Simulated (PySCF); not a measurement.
BLYP on Si- (silicon, charge -1), [Ne] 3s2 3p3, high-spin 4S determinant. Calculation: PySCF 2.14, in aug-cc-pV(D+d)Z (5s4p3d, 32 functions); no relativity, point nucleus.

```
cycle= 1 E= -289.419017619599  delta_E= -0.00612  |g|= 0.00901  |ddm|= 0.533
cycle= 2 E= -289.419045442067  delta_E= -2.78e-05  |g|= 0.00154  |ddm|= 0.0442
cycle= 3 E= -289.419044516951  delta_E= 9.25e-07  |g|= 0.00152  |ddm|= 0.0134
cycle= 4 E= -289.419048242921  delta_E= -3.73e-06  |g|= 7.96e-05  |ddm|= 0.00779
cycle= 5 E= -289.419048251273  delta_E= -8.35e-09  |g|= 1.26e-05  |ddm|= 0.000583
cycle= 6 E= -289.41904825156  delta_E= -2.87e-10  |g|= 1.51e-07  |ddm|= 6.48e-05
converged SCF energy = -289.41904825156  <S^2> = 3.7505177  2S+1 = 4.0002588
```

Highest occupied orbital energy: 1.393 eV; ⟨L²⟩ = 0.00; populations by l: s 6.00, p 9.00, d 0.00.

Can this result be used?

With care. The calculation finished and met its thresholds. At BLYP the highest occupied level has a positive energy, so only the finite basis holds that electron; in a semilocal or global hybrid functional this comes from self-interaction and does not mean that the real anion is unbound.
